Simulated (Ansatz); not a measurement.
Ansatz (a quantum-chemistry and plane-wave program) input:

Ansatz 0.2 input:
```yaml
crystal:
  periodic: [false, false, false]
  atoms:
    - {symbol: F, position_ang: [-0.59245173, 1.08365604, 0.04027129]}
    - {symbol: C, position_ang: [0.00000000, -0.00000000, 0.00000000]}
    - {symbol: F, position_ang: [-0.64286993, -1.05424444, -0.04709727]}
    - {symbol: F, position_ang: [1.23532166, -0.02941160, 0.00682598]}
basis:
  gaussian:
    orbitals: STO-3G
total_charge: 1
magnetization: {spin_polarized: false}
correlation: {method: ccsd_t, electrons: outside_noble_gas}
```

Problem. What final total energy does it print?

Solution. -331.38257 Eh (CCSD(T)/STO-3G). The basis has 20 functions.
